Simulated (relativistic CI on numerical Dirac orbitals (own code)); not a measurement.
**Electric-dipole lines of Pd VII**

Computed by Dirac-Coulomb-Breit CI, separate exchange-only KLI orbitals for each configuration, model QED, unscaled Slater integrals (own radial code, finite nucleus).

CI space (outside the closed core [Ar] 3d10): 4s2 4p6 4d4, 4s2 4p6 4d3 5s, 4s2 4p6 4d3 4f, 4s2 4p5 4d5, 4s2 4p6 4d3 5p, 4s2 4p6 4d3 5d, 4s 4p6 4d5, 4s2 4p6 4d3 6s, 4s2 4p6 4d3 6p, 4s2 4p6 4d2 5s 5p, 4s2 4p6 4d3 5f, 4s2 4p6 4d3 6d, 4s2 4p6 4d3 6f, 4s2 4p6 4d2 5s2, 4s2 4p6 4d 4f 5s2, 4s2 4p6 4d 5s2 5p, 4s2 4p6 4d 5s2 5d. Double excitations out of closed p, d and f shells are left out; levels of such configurations are missing from the list, as are those of other unlisted configurations, and high levels can miss mixing partners.

```
λ vac (Å)                     Lower                       Upper   A (s⁻¹)  E lower (eV)  E upper (eV)
   257.38      4s2 4p6 4d4 5D_4 [5]     4s2 4p5 4d5 5F°_5 [194]  9.81e+09        0.7078       48.8791
   257.52      4s2 4p6 4d4 5D_2 [3]  4s2 4p6 4d3 4f 5F°_3 [183]  9.15e+09        0.2771       48.4217
   309.67      4s2 4p6 4d4 5D_4 [5]  4s2 4p6 4d3 5p 5P°_3 [104]  1.14e+10        0.7078       40.7449
   321.27     4s2 4p6 4d4 3H_6 [11]  4s2 4p6 4d3 5p 3H°_6 [127]  8.97e+09        3.4905       42.0821
   321.46      4s2 4p6 4d4 5D_3 [4]   4s2 4p6 4d3 5p 5F°_3 [85]  7.89e+09        0.4819       39.0505
   321.60      4s2 4p6 4d4 3H_5 [8]  4s2 4p6 4d3 5p 3H°_5 [124]  9.18e+09        3.2952       41.8472
   323.34     4s2 4p6 4d4 1I_6 [21]  4s2 4p6 4d3 5p 1I°_6 [150]  9.81e+09        4.9408       43.2857
   323.35      4s2 4p6 4d4 5D_3 [4]   4s2 4p6 4d3 5p 5D°_4 [82]  5.74e+09        0.4819       38.8254
   323.53     4s2 4p6 4d4 1I_6 [21]  4s2 4p6 4d3 5p 3G°_5 [149]  1.22e+10        4.9408       43.2632
   324.61     4s2 4p6 4d4 3H_6 [11]  4s2 4p6 4d3 5p 3G°_5 [120]  9.34e+09        3.4905       41.6851
   324.62      4s2 4p6 4d4 5D_2 [3]   4s2 4p6 4d3 5p 5D°_3 [78]  7.32e+09        0.2771       38.4709
   325.27      4s2 4p6 4d4 5D_4 [5]   4s2 4p6 4d3 5p 5D°_4 [82]  9.57e+09        0.7078       38.8254
   325.27      4s2 4p6 4d4 3H_5 [8]  4s2 4p6 4d3 5p 3G°_4 [115]  7.68e+09        3.2952       41.4127
   327.03      4s2 4p6 4d4 3H_4 [7]  4s2 4p6 4d3 5p 1G°_4 [107]  7.81e+09        3.0352       40.9474
   328.17      4s2 4p6 4d4 3H_4 [7]  4s2 4p6 4d3 5p 3G°_3 [106]  8.75e+09        3.0352       40.8157
   328.71     4s2 4p6 4d4 1I_6 [21]  4s2 4p6 4d3 5p 1H°_5 [141]  1.63e+10        4.9408       42.6594
   1116.6  4s2 4p6 4d3 5s 3H_6 [54]  4s2 4p6 4d3 5p 3I°_7 [143]  2.03e+09       31.6883       42.7922
   1147.1  4s2 4p6 4d3 5s 5F_5 [39]   4s2 4p6 4d3 5p 5G°_6 [88]  1.91e+09       28.4744       39.2830
   1161.5  4s2 4p6 4d3 5s 3H_5 [55]  4s2 4p6 4d3 5p 3I°_6 [135]  1.54e+09       31.7058       42.3799
   1197.8  4s2 4p6 4d3 5s 5F_5 [39]   4s2 4p6 4d3 5p 5D°_4 [82]  1.48e+09       28.4744       38.8254
```

Terms are leading LS components. Brackets give the number of a level in order of energy, since labels repeat. The list gives strong lines, with weight on those to low levels, without lines whose two gauges differ by over a factor of 2.5, among the lowest 200 of 1721 levels, so that lines to higher ones, which can be the strongest, are missing. Levels whose partners in the same complex of configurations lie outside the list can be far off, and so can their lines. Rates are taken at the computed energies, electric ones in the length gauge.

At this charge configurations can still be misplaced by up to about 7 % of their energy. Terms inside the open d or f shell come out 10 to 20 % too wide with unscaled integrals.

LS names give the leading component of a level, which can be under half, so a name can repeat, a term be missing and a line seem to break the LS rules.
